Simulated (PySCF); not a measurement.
Species: C3H8AlNO.
Geometry (PBE0-D3(BJ)/def2-SVP, Å), atoms numbered from 1 in this order:
```xyz
14
C3H8AlNO angstrom
O     -1.1798   -1.3370   -0.2620
C     -1.7119   -0.0790   -0.4682
C     -1.3652    0.8951    0.6917
C      0.0757    0.9064    0.7932
N      1.2100    0.7197    0.6898
Al     2.6447   -0.4577   -0.1686
H     -0.2569   -1.3735   -0.5775
H     -1.3842    0.3817   -1.4188
H     -2.8105   -0.1584   -0.5032
H     -1.7860    0.5267    1.6401
H     -1.7477    1.9114    0.5079
H      3.4992    0.5634   -1.0476
H      1.5102   -1.3019   -0.9816
H      3.3013   -1.1966    1.0835
```

Jobs on this species (14 atoms, 54 electrons) with PySCF (density fitting). Hardware of each: one thread of an x86-64 server, on a shared host. The host was shared with other jobs, so the times are rough.

```
level and settings        work  basis functions  SCF cycles  wall time
  LC-wPBE/pcSseg-1  shieldings              149           ?          ?
 mPW1PW91/pcSseg-1  shieldings              149           ?          ?
     BLYP/pcSseg-1  shieldings              149           ?          ?
      PBE/pcSseg-1  shieldings              149          15       15 s
BHandHLYP/pcSseg-1  shieldings              149          13       13 s
     OPBE/pcSseg-1  shieldings              149          16       16 s
     BP86/pcSseg-1  shieldings              149          15       15 s
    B97-2/pcSseg-1  shieldings              149          14       14 s
CAM-B3LYP/pcSseg-1  shieldings              149          13       18 s
```

Fill in the missing figures.

- LC-wPBE/pcSseg-1; shieldings: 26 s, 14 SCF cycles
- mPW1PW91/pcSseg-1; shieldings: 12 s, 14 SCF cycles
- BLYP/pcSseg-1; shieldings: 15 s, 15 SCF cycles

What do all jobs in the table cost together?

About 2.4 min; the longest takes about 18 % of that, and about 2.2 times as long as the shortest.
